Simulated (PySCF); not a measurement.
## Correlation energy of Zn+ (zinc, charge +1)

Starting occupation: [Ar] 3d10 4s1, 4s1/2 with m_j = +1/2. Computed with PySCF 2.14 in x2c-TZVPall-2c, with X2C-1e with screened-nucleus spin-orbit coupling, Gaussian nucleus. Frozen: [Ne]; 19 electrons correlated; the 6 highest virtual spinors left out.

MP2 pair energies summed by pair of shells (mhartree):

```
       pair   energy  share (%)
3d3/2-3d5/2  -177.76       27.2
3d5/2-3d5/2  -122.16       18.7
3d5/2-3p3/2   -67.34       10.3
3d3/2-3d3/2   -51.37        7.9
3d3/2-3p3/2   -46.69        7.1
3d5/2-3p1/2   -35.07        5.4
3d5/2-3s1/2   -25.24        3.9
3d3/2-3p1/2   -21.47        3.3
3p1/2-3p3/2   -21.13        3.2
3p3/2-3p3/2   -20.24        3.1
3d3/2-3s1/2   -16.82        2.6
3d5/2-4s1/2   -12.17        1.9
3p3/2-3s1/2   -11.42        1.7
3d3/2-4s1/2    -7.97        1.2
3p1/2-3s1/2    -5.73        0.9
3p1/2-3p1/2    -4.82        0.7
3s1/2-3s1/2    -2.85        0.4
3p3/2-4s1/2    -2.01        0.3
3p1/2-4s1/2    -0.95        0.1
3s1/2-4s1/2    -0.30        0.0
```

Total MP2 correlation energy: -653.49 mhartree.

This basis was not built for core-valence correlation, so the inner-shell part is incomplete.
